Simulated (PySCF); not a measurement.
ISn (SMILES [Sn][I]), doublet, at a GFN2-xTB geometry (such geometries of metal compounds can be far from the true shape) (the spin is typed, not shown lowest) (core potentials on I, Sn); BHANDHLYP/def2-SVPD (PySCF).

PySCF was given this input:
```python
from pyscf import gto, scf, dft

mol = gto.M(
    atom='''
Sn   -0.000000   -0.000000   -1.394425
I     0.000000    0.000000    1.315496
''',
    basis='def2-svpd',
    ecp={'I': 'def2-svpd', 'Sn': 'def2-svpd'},
    charge=0,
    spin=1,
    verbose=4,
)

mf = dft.UKS(mol)
mf.xc = 'bhandhlyp'
mf.kernel()
```

It wrote (shortened):

```
PySCF version 2.14.0

[INPUT] verbose = 4
[INPUT] num. atoms = 2
[INPUT] num. electrons = 47
[INPUT] charge = 0
[INPUT] spin (= nelec alpha-beta = 2S) = 1
[INPUT] symmetry False subgroup None
[INPUT] Mole.unit = angstrom
[INPUT] Symbol           X                Y                Z      unit          X                Y                Z       unit  Magmom
[INPUT]  1 Sn     0.000000000000   0.000000000000  -1.394425000000 AA    0.000000000000   0.000000000000  -2.635081351247 Bohr   0.0
[INPUT]  2 I      0.000000000000   0.000000000000   1.315496000000 AA    0.000000000000   0.000000000000   2.485927157961 Bohr   0.0

nuclear repulsion = 107.400719801795
number of shells = 25
number of NR pGTOs = 137
number of NR cGTOs = 67
basis = def2-svpd
ecp = {'I': 'def2-svpd', 'Sn': 'def2-svpd'}

******** <class 'pyscf.dft.uks.UKS'> ********
method = UKS
initial guess = minao
damping factor = 0
level_shift factor = 0
DIIS = <class 'pyscf.scf.diis.CDIIS'>
diis_start_cycle = 1
diis_space = 8
diis_damp = 0
SCF conv_tol = 1e-09
SCF conv_tol_grad = None
SCF max_cycles = 50
direct_scf = True
direct_scf_tol = 1e-13
number electrons alpha = 24  beta = 23
XC library pyscf.dft.libxc version 7.1.2
    S. Lehtola, C. Steigemann, M. J. T. Oliveira, and M. A. L. Marques,  SoftwareX 7, 1–5 (2018)
XC functionals = bhandhlyp
    A. D. Becke,  J. Chem. Phys. 98, 1372 (1993)
    Defined through Gaussian implementation.
radial grids:
    Treutler-Ahlrichs [JCP 102, 346 (1995); DOI:10.1063/1.469408] (M4) radial grids

becke partition: Becke, JCP 88, 2547 (1988); DOI:10.1063/1.454033
pruning grids: <function nwchem_prune>
grids dens level: 3
symmetrized grids: False
atomic radii adjust function: <function treutler_atomic_radii_adjust>
small_rho_cutoff = 0
Set gradient conv threshold to 3.16228e-05
tot grids = 43920
init E= -456.836030700099

cycle= 1 E= -510.140582711616  delta_E= -53.3  |g|= 2.15  |ddm|= 7.91
cycle= 2 E= -507.708459136152  delta_E= 2.43  |g|= 1.97  |ddm|= 20.3
cycle= 3 E= -511.084821946871  delta_E= -3.38  |g|= 0.878  |ddm|= 19.6
cycle= 4 E= -511.897351767304  delta_E= -0.813  |g|= 0.136  |ddm|= 1.74
cycle= 5 E= -511.915009765493  delta_E= -0.0177  |g|= 0.0563  |ddm|= 0.465
cycle= 6 E= -511.917123291349  delta_E= -0.00211  |g|= 0.0125  |ddm|= 0.0856
cycle= 7 E= -511.917312582674  delta_E= -0.000189  |g|= 0.00393  |ddm|= 0.0278
cycle= 8 E= -511.917328856423  delta_E= -1.63e-05  |g|= 0.000577  |ddm|= 0.00841
cycle= 9 E= -511.917329568082  delta_E= -7.12e-07  |g|= 0.000185  |ddm|= 0.00214
cycle= 10 E= -511.917329646367  delta_E= -7.83e-08  |g|= 3.94e-05  |ddm|= 0.000712
cycle= 11 E= -511.917329651396  delta_E= -5.03e-09  |g|= 1.51e-05  |ddm|= 0.000178
cycle= 12 E= -511.91732965226  delta_E= -8.64e-10  |g|= 5.77e-06  |ddm|= 7.75e-05
Extra cycle  E= -511.917329652363  delta_E= -1.03e-10  |g|= 3.1e-06  |ddm|= 2.13e-05
converged SCF energy = -511.917329652363  <S^2> = 0.75434508  2S+1 = 2.0043404
```
